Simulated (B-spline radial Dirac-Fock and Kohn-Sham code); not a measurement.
# Rh²⁺: non-radiative channels of the 1s vacancy

System: Rh²⁺, [Kr] 4d7, inside a Watson sphere of charge -2 and radius 2.2 Å (a model of the Madelung potential; inside it an electron's potential energy is raised by 13.1 eV).

Model: independent-particle rates on relativistic LDA orbitals of the hole state (multipoles up to L = 3, Coulomb Auger matrix elements, transition energies from Dirac-Fock). Program: an atomic code on a B-spline grid. Kinetic energies are configuration averages from the vacuum level; the two-hole energies are estimated from single-hole states.

| transition | kinetic energy (eV) | width (meV) | share (%) |
| --- | --- | --- | --- |
| K-L1L1 | 16252.2 | 67.5 | 6.2 |
| K-L1L2 | 16530.3 | 83.8 | 7.7 |
| K-L1L3 | 16675.2 | 127 | 11.7 |
| K-L2L2 | 16767.4 | 13.7 | 1.3 |
| K-L2L3 | 16922.2 | 311 | 28.6 |
| K-L3L3 | 17065.1 | 160 | 14.7 |
| K-L1M1 | 19108.0 | 22.3 | 2.0 |
| K-L1M2 | 19210.7 | 14.6 | 1.3 |
| K-L1M3 | 19237.1 | 22.1 | 2.0 |
| K-L2M1 | 19375.9 | 11.6 | 1.1 |
| K-L2M3 | 19506.1 | 46.0 | 4.2 |
| K-L3M1 | 19518.6 | 17.6 | 1.6 |
| K-L3M2 | 19622.4 | 45.1 | 4.1 |
| K-L3M3 | 19650.3 | 48.0 | 4.4 |
| K-L3M4 | – | 7.65 | 0.7 |
| K-L3N3 | 20127.0 | 7.85 | 0.7 |

A dash stands for an energy that rests on an unreliable hole state.

The listed channels hold 92 % of the non-radiative rate. Summed by principal shells, of 1.09 eV in all: KLL 70.1 %, KLM 23.6 %, KLN 3.8 %, KMM 1.9 %, KMN 0.6 %.

Values without a named source are computed, but for edge energies of neutral atoms, which are taken from tables.
